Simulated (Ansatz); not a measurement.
`[SiH3]O[SiH2][GeH3]` + H₂ → `[SiH3]O[SiH3]` + GeH₄ at 600 K and 1 bar (hydrogenolysis of the Si–Ge bond).

Program: Ansatz. Geometries: PBE0-D4/def2-TZVP. ΔE: electronic, gas phase. CCSD(T)/CBS adds triple-zeta CCSD(T) − MP2 to the extrapolated MP2 energy (def2 sets, frozen cores). This one scheme is used for every species. For Ge outer-core shells are correlated without core-valence functions, which leaves a few kJ/mol of doubt a bond. Scalar relativity is left out up to krypton. Each species was taken in one conformer, which may not be the lowest.

```csv
species,CCSD(T)/CBS energy (Eh),H − E (kJ/mol),S (J/(mol·K))
`[SiH3]O[SiH2][GeH3]`,-2734.32644,259.6,525.7
H₂,-1.17544,43.9,150.8
`[SiH3]O[SiH3]`,-657.01000,196.4,409.1
GeH₄,-2078.49493,105.8,256.4
```

H − E and S are ideal-gas, rigid-rotor, harmonic terms from PBE0-D4/def2-TZVP, for one conformer and one mirror image of each species. For small species the MP2-based limit differs from directly extrapolated CCSD(T) by up to some mEh (0.8 for H₂); such offsets cancel only in part. 1 Eh = 2625.50 kJ/mol, R = 8.31446 J/(mol·K).

Task: By hand: ΔE, ΔH, ΔS and ΔG.

Result: ΔE = (-657.01000) + (-2078.49493) − (-2734.32644) − (-1.17544) = -0.00305 Eh = -8.0 kJ/mol. Δ(H − E) = 196.4 + 105.8 − 259.6 − 43.9 = -1.3, so ΔH = -9.3 kJ/mol. ΔS = 409.1 + 256.4 − 525.7 − 150.8 = -11.0 J/(mol·K). ΔG = -9.3 − 600 × (-11.0)/1000 = -2.7 kJ/mol.

Task: By hand: the equilibrium constant, and the temperature at which ΔG would vanish if ΔH and ΔS stayed fixed.

Result: log₁₀ K = −ΔG/(RT ln 10) = 0.2. ΔG = 0 at ΔH/ΔS = 845 K, though so small a ΔH makes that figure unsure.

TΔS isn't small against ΔH here. The sign of ΔG lies within the doubt. A doubt of 5 kJ/mol in ΔE shifts log₁₀ K by 0.4 here. Other conformers and mirror images would add mixing entropy, several J/(mol·K) or more a flexible species. Modes under 60 cm⁻¹, often nearly free rotors, make the harmonic entropy too high. These are equilibria of isolated gas molecules and say nothing of rates. Largest T1 diagnostic: 0.012 (customary marks: 0.02 for closed shells, 0.045 for open ones).
